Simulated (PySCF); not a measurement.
C₆ coefficients of unlike pairs at BLYP

Calculated with PySCF 2.14 from the dipole response of each species, C₆(A,B) = (3/π) ∫ α_A(iu) α_B(iu) du, in atomic units, from isotropic polarisabilities. For ions this is the dispersion term alone; charge-induced terms of lower order in 1/R come first.

| species | configuration | basis | relativity | α (bohr³) | C₆ (like pair) |
| --- | --- | --- | --- | --- | --- |
| Mn | [Ar] 3d5 4s2 (6S) | x2c-QZVPPall with one added diffuse shell each of s, p, d, f, g type (12s8p6d5f3g) | spin-free X2C | 66.84 | 621.4 |
| S+ | [Ne] 3s2 3p3 (4S) | aug-cc-pCVTZ-DK (8s7p5d3f) | spin-free X2C | 11.04 | 54.50 |
| As(3+) | [Ar] 3d10 4s2 (1S) | aug-cc-pVQZ-PP with one added diffuse shell each of s, p, d, f, g type with ECP10MDF (8s7p6d4f3g) | core potential | 6.548 | 19.53 |
| Pd | [Kr] 4d10 (1S) | aug-cc-pVTZ-PP with ECP28MDF (6s6p5d3f2g) | core potential | 27.15 | 175.1 |

Task: Estimate C₆ for Pd with As(3+).

Result: The integral gives 57.48. The combination rule 2 C_A C_B / (C_A α_B/α_A + C_B α_A/α_B) gives 55.51 and the geometric mean 58.48.

No spin-orbit coupling is included.

The other pairs:

```
      pair     C₆
    Pd, Mn  309.7
As(3+), S+  32.57
    Pd, S+  95.80
    S+, Mn  162.7
As(3+), Mn  96.83
```
